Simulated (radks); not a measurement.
Results of a calculation; reference values are marked as such.
Task: Species: the indium ion In4+. Configuration: [Kr] 4d9 (the NIST ground configuration). Level of theory: scalar-relativistic Kohn-Sham, r2SCAN, spin-polarised, spherical densities, finite nucleus; open shells are filled with parallel spins first (spin-orbit coupling, left out, can overturn this in heavy ions); meta-GGA in the generalised Kohn-Sham scheme; Fermi nuclear charge, rms radius 4.6156 fm (a radial shooting solver on a logarithmic mesh with Libxc functionals). Some entries of the table are withheld. Estimate them.

orbital,occ.,eigenvalue (hartree),r(max) (bohr),<1/r> (bohr^-1)
1s down,1,-1023.673,0.01922,51.85
1s up,1,-1023.673,0.01922,51.85
2s up,1,-155.3777,0.1085,11.83
2s down,1,-155.3641,0.1085,11.83
2p up,3,-139.5367,0.08694,11.38
2p down,3,-139.5267,0.08694,11.38
3s up,1,-31.17173,0.3150,4.196
3s down,1,-31.16868,0.3150,4.196
3p up,3,-25.94611,0.3085,3.990
3p down,3,-25.94153,0.3085,3.989
3d up,5,-17.85337,0.2587,(1)
3d down,5,-17.84332,0.2587,(2)
4s up,1,-6.30633,(3),1.631
4s down,1,-6.26375,(4),1.632
4p up,3,-4.73317,0.8149,1.483
4p down,3,-4.68978,0.8144,1.484
4d up,5,-2.42979,0.9174,1.197
4d down,4,-2.38786,0.9177,1.195

Result: 
(1) 3d up <1/r> (bohr^-1): 3.754
(2) 3d down <1/r> (bohr^-1): 3.753
(3) 4s up r(max) (bohr): 0.7702
(4) 4s down r(max) (bohr): 0.7698
